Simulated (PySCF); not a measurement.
Isomers C6H14NP:

A. SMILES C=C[P@@](C)(=N)C(C)C
B. SMILES CC(C)=PCN(C)C
C. SMILES CC(C)[P@@]1(=N)C[C@H]1C

Spectrum 1. 13C{1H} NMR (computed): δ 34.7 (CH), 23.9 (CH), 21.4 (CH3), 21.0 (CH3), 20.3 (CH2), 17.7 (CH3).

Spectrum 2. 13C{1H} NMR (computed): δ 143.1 (CH), 142.8 (CH2), 39.5 (CH), 19.6 (CH3), 17.4 (CH3), 17.0 (CH3).

Spectrum 3. 13C{1H} NMR (computed): δ 212.2 (C), 66.3 (CH2), 48.4 (CH3), 34.5 (CH3), 27.6 (CH3).

Computed data (PySCF): GIAO PBE0/pcSseg-1 shieldings, geometry: GFN2-xTB. No solvent, one computed conformer, non-relativistic, equivalent nuclei averaged.

References, each an isolated molecule treated in the same way: 13C (σref 186.93) vs TMS. Splittings of carbon signals by F and P are missing where no couplings were computed. Shifts are as computed. Against solution values, carbons near 30 ppm lie about +3 ppm off and those near 130 ppm about +5 ppm. Of 1211 compounds with measured shifts, 218 miss one by over three times the rms of a fit or turn the order of signals round; such compounds aren't used in these exercises.

Q: Match each spectrum to its structure.

A: 1–C, 2–A, 3–B.

- Spectrum 1 (C): 6 13C signals; δC 23.9 is a three-membered-ring carbon; δC 21.4 is a methyl carbon.
- Spectrum 2 (A): 6 13C signals; δC 143.1 is an alkene CH; δC 142.8 is a terminal =CH2 carbon.
- Spectrum 3 (B): 5 13C signals; δC 66.3 is an sp3 CH2 bonded to N and P; δC 48.4 is a methyl carbon bonded to N.
